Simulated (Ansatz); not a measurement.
`CO[CH2][ZnH]` → `[CH2]` (triplet) + `O[CH2][ZnH]` at 600 K and 1 bar (formal loss of a carbene).

Computed with Ansatz on PBE0-D4/def2-TZVP structures; ΔE is electronic, products minus reactants. CCSD(T)/CBS is the MP2 limit (def2-TZVPP, def2-QZVPP) plus CCSD(T) − MP2 in def2-TZVPP, frozen cores. This one scheme is used for every species. Triplets are unrestricted, without spin–orbit coupling. For Zn outer-core shells are correlated without core-valence functions, which leaves a few kJ/mol of doubt a bond. Scalar relativity is left out up to krypton. Each species was taken in one conformer, which may not be the lowest.

```json
{"species": "`CO[CH2][ZnH]`", "CCSD(T)/CBS energy (Eh)": "-1933.21491", "H − E (kJ/mol)": "250.1", "S (J/(mol·K))": "404.2"}
{"species": "`[CH2]` (triplet)", "CCSD(T)/CBS energy (Eh)": "-39.09499", "H − E (kJ/mol)": "66.5", "S (J/(mol·K))": "220.8"}
{"species": "`O[CH2][ZnH]`", "CCSD(T)/CBS energy (Eh)": "-1893.96502", "H − E (kJ/mol)": "165.3", "S (J/(mol·K))": "356.2"}
```

H − E and S are ideal-gas, rigid-rotor, harmonic terms from PBE0-D4/def2-TZVP, for one conformer and one mirror image of each species, with the whole ground term of open shells counted as degenerate. 1 Eh = 2625.50 kJ/mol, R = 8.31446 J/(mol·K).

Q: By hand: ΔE, ΔH, ΔS and ΔG.

A: ΔE = (-39.09499) + (-1893.96502) − (-1933.21491) = 0.15490 Eh = 406.7 kJ/mol. Δ(H − E) = 66.5 + 165.3 − 250.1 = -18.3, so ΔH = 388.4 kJ/mol. ΔS = 220.8 + 356.2 − 404.2 = 172.8 J/(mol·K). ΔG = 388.4 − 600 × (172.8)/1000 = 284.7 kJ/mol.

Q: By hand: the equilibrium constant, and the temperature at which ΔG would vanish if ΔH and ΔS stayed fixed.

A: log₁₀ K = −ΔG/(RT ln 10) = -24.8. ΔG = 0 at ΔH/ΔS = 2248 K.

The number of gas molecules changes by +1, which sets the sign of ΔS. A doubt of 5 kJ/mol in ΔE shifts log₁₀ K by 0.4 here. Other conformers and mirror images would add mixing entropy, several J/(mol·K) or more a flexible species. A triplet takes part, so the spin changes. These are equilibria of isolated gas molecules and say nothing of rates. Largest T1 diagnostic: 0.014 (customary marks: 0.02 for closed shells, 0.045 for open ones).
